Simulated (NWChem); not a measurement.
System: C$_{4}$H$_{7}$N; SMILES C=C=CCN

Input file for NWChem:

```
start job
memory heap 200 mb stack 900 mb global 1100 mb
geometry units angstroms noautoz
  C     -0.499233    -2.169028     0.000000
  C      0.272107    -1.099799     0.000000
  C      1.014282    -0.008898     0.000000
  C      0.445680     1.405628     0.000000
  N     -0.999500     1.547096     0.000000
  H     -0.830566    -2.643110    -0.940831
  H     -0.830566    -2.643110     0.940831
  H      2.117111    -0.108588     0.000000
  H      0.861780     1.945450     0.881475
  H      0.861780     1.945450    -0.881475
  H     -1.385039     1.047927     0.813566
  H     -1.385039     1.047927    -0.813566
end
basis spherical
  * library def2-svp
end
dft
  xc m06-2x
  grid xcoarse
  iterations 150
  mulliken
end
task dft gradient
```

NWChem printed, in part:

```
             Northwest Computational Chemistry Package (NWChem) 7.3.0
             --------------------------------------------------------

 CS  symmetry detected

                             Geometry "geometry" -> ""
                             -------------------------

 Output coordinates in angstroms (scale by  1.889725989 to convert to a.u.)

  No.       Tag          Charge          X              Y              Z
 ---- ---------------- ---------- -------------- -------------- --------------
    1 C                    6.0000    -0.49811490    -2.17311635     0.00000000
    2 C                    6.0000     0.27513377    -1.10526685     0.00000000
    3 C                    6.0000     1.01925620    -0.01569329     0.00000000
    4 C                    6.0000     0.45318179     1.39984611     0.00000000
    5 N                    7.0000    -0.99174321     1.54389532     0.00000000
    6 H                    1.0000    -0.83029419    -2.64660575    -0.94083100
    7 H                    1.0000    -0.83029419    -2.64660575     0.94083100
    8 H                    1.0000     2.12190537    -0.11735305     0.00000000
    9 H                    1.0000     0.87024538     1.93892399     0.88147500
   10 H                    1.0000     0.87024538     1.93892399    -0.88147500
   11 H                    1.0000    -1.37817323     1.04541579     0.81356600
   12 H                    1.0000    -1.37817323     1.04541579    -0.81356600

 Effective nuclear repulsion energy (a.u.)     156.4329423764

      Symmetry information
      --------------------

 Group name             Cs
 Group number              2
 Group order               2
 No. of unique centers     9

                                 NWChem DFT Module
                                 -----------------

 Summary of "ao basis" -> "ao basis" (spherical)
 ------------------------------------------------------------------------------
       Tag                 Description            Shells   Functions and Types
 ---------------- ------------------------------  ------  ---------------------
 C                          def2-svp                 6       14   3s2p1d
 N                          def2-svp                 6       14   3s2p1d
 H                          def2-svp                 3        5   2s1p

      Symmetry analysis of basis
      --------------------------

        a'         69
        a"         36

            General Information
            -------------------
          SCF calculation type: DFT
          Wavefunction type:  closed shell.
          No. of atoms     :    12
          No. of electrons :    38
           Alpha electrons :    19
            Beta electrons :    19
          Charge           :     0
          Spin multiplicity:     1
          Use of symmetry is: on ; symmetry adaption is: on
          Maximum number of iterations: 150
          AO basis - number of functions:   105
                     number of shells:    51
          Convergence on energy requested:  1.00D-06
          Convergence on density requested:  1.00D-05
          Convergence on gradient requested:  5.00D-04

              XC Information
              --------------
                       M06-2X Method XC Functional
                     Hartree-Fock (Exact) Exchange  0.540
                        M06-2X Exchange Functional  1.000
                      M06-2X Correlation Potential  1.000

             Grid Information
             ----------------
          Grid used for XC integration:  xcoarse
          Radial quadrature: Mura-Knowles
          Angular quadrature: Lebedev.
          Tag              B.-S. Rad. Rad. Pts. Rad. Cut. Ang. Pts.
          ---              ---------- --------- --------- ---------
          C                   0.70       21          11.0       194
          N                   0.65       21          10.0       194
          H                   0.35       21          12.0       194
          Grid pruning is: on
          Number of quadrature shells:   189
          Spatial weights used:  Erf1

      Superposition of Atomic Density Guess
      -------------------------------------

 Sum of atomic energies:        -208.23837677

      Non-variational initial energy
      ------------------------------

 Total energy =    -211.287429
 1-e energy   =    -588.298411
 2-e energy   =     220.578039
 HOMO         =      -0.281276
 LUMO         =       0.010663

      Symmetry analysis of molecular orbitals - initial
      -------------------------------------------------

  Numbering of irreducible representations:

     1 a'          2 a"

  Orbital symmetries:

     1 a'          2 a'          3 a'          4 a'          5 a'
     6 a'          7 a'          8 a'          9 a'         10 a'
    11 a"         12 a'         13 a'         14 a"         15 a'
    16 a"         17 a'         18 a'         19 a"         20 a'
    21 a"         22 a'         23 a'         24 a'         25 a"
    26 a'         27 a"         28 a"         29 a'

     ---------------------------------------------
      Total Density - Mulliken Population Analysis
     ---------------------------------------------

    Atom       Charge   Shell Charges
 -----------   ------   -------------------------------------------------------
    1 C    6     6.33   1.99  0.96  0.31  1.99  1.06  0.03
    2 C    6     5.95   1.99  0.99  0.30  1.86  0.76  0.04
    3 C    6     6.27   1.99  0.97  0.30  1.97  1.01  0.04
    4 C    6     5.92   1.99  0.94  0.16  1.87  0.91  0.05
    5 N    7     7.56   1.99  1.05  0.46  2.47  1.57  0.01
    6 H    1     0.86   0.64  0.19  0.02
    7 H    1     0.86   0.64  0.19  0.02
    8 H    1     0.87   0.65  0.20  0.02
    9 H    1     0.91   0.68  0.21  0.02
   10 H    1     0.91   0.68  0.21  0.02
   11 H    1     0.78   0.61  0.13  0.04
   12 H    1     0.78   0.61  0.13  0.04

   convergence    iter        energy       DeltaE   RMS-Dens  Diis-err
 ---------------- ----- ----------------- --------- --------- ---------
 d= 0,ls=0.0,diis     1   -210.9813579642 -3.67D+02  7.21D-03  3.02D-01
 d= 0,ls=0.0,diis     2   -211.0198720385 -3.85D-02  2.46D-03  7.73D-02
 d= 0,ls=0.0,diis     3   -211.0254826047 -5.61D-03  9.89D-04  2.27D-02
 d= 0,ls=0.0,diis     4   -211.0279425600 -2.46D-03  2.54D-04  7.15D-04
 d= 0,ls=0.0,diis     5   -211.0280225459 -8.00D-05  8.51D-05  1.51D-04
  Resetting Diis
 d= 0,ls=0.0,diis     6   -211.0280425912 -2.00D-05  1.83D-05  3.10D-06
 d= 0,ls=0.0,diis     7   -211.0280429751 -3.84D-07  9.77D-06  4.78D-07

         Total DFT energy =     -211.028042975121
      One electron energy =     -592.840909488779
           Coulomb energy =      256.321719598803
    Exchange-Corr. energy =      -30.941795461573
 Nuclear repulsion energy =      156.432942376427

 Numeric. integr. density =       37.998460429000

                  Occupations of the irreducible representations
                  ----------------------------------------------

                     irrep           alpha         beta
                     --------     --------     --------
                     a'               15.0         15.0
                     a"                4.0          4.0

                       DFT Final Molecular Orbital Analysis
                       ------------------------------------

 Vector   17  Occ=2.000000D+00  E=-3.295118D-01  Symmetry=a'
              MO Center= -1.8D-01, -1.2D+00, -2.0D-16, r^2= 3.0D+00
   Bfn.  Coefficient  Atom+Function         Bfn.  Coefficient  Atom+Function
  ----- ------------  ---------------      ----- ------------  ---------------
     4      0.321192   1 C  px               18      0.302362   2 C  px
     5     -0.241781   1 C  py                7      0.217653   1 C  px
    61      0.205127   5 N  py               19     -0.201942   2 C  py
     8     -0.176548   1 C  py               22     -0.166160   2 C  py
    21      0.161920   2 C  px               64     -0.152817   5 N  py

 Vector   18  Occ=2.000000D+00  E=-3.101425D-01  Symmetry=a"
              MO Center=  5.1D-01, -5.0D-01,  3.5D-16, r^2= 2.7D+00
   Bfn.  Coefficient  Atom+Function         Bfn.  Coefficient  Atom+Function
  ----- ------------  ---------------      ----- ------------  ---------------
    34      0.386847   3 C  pz               20      0.368456   2 C  pz
    37      0.278176   3 C  pz               23      0.263132   2 C  pz
    71      0.144424   6 H  s                76     -0.144424   7 H  s
    48     -0.137679   4 C  pz               86     -0.137891   9 H  s
    91      0.137891  10 H  s                 6     -0.114743   1 C  pz

[...]

                         DFT ENERGY GRADIENTS

    atom               coordinates                        gradient
                 x          y          z           x          y          z
   1 C      -0.941301  -4.106594   0.000000   -0.001025  -0.000756   0.000000
   2 C       0.519927  -2.088651   0.000000    0.000960  -0.001010   0.000000
   3 C       1.926115  -0.029656   0.000000    0.001363   0.004104   0.000000
   4 C       0.856389   2.645326   0.000000   -0.002757  -0.004083   0.000000
   5 N      -1.874123   2.917539   0.000000    0.002503   0.011479   0.000000
   6 H      -1.569029  -5.001360  -1.777913   -0.002377  -0.003484  -0.004477
   7 H      -1.569029  -5.001360   1.777913   -0.002377  -0.003484   0.004477
   8 H       4.009820  -0.221765   0.000000    0.006011   0.000424   0.000000
   9 H       1.644525   3.664035   1.665746    0.002500   0.002960   0.003944
  10 H       1.644525   3.664035  -1.665746    0.002500   0.002960  -0.003944
  11 H      -2.604370   1.975549   1.537417   -0.003650  -0.004555   0.007080
  12 H      -2.604370   1.975549  -1.537417   -0.003650  -0.004555  -0.007080
```

Level: M06-2X/def2-SVP. Geometry: optimised at PBE-D3(BJ)/def2-SVP.
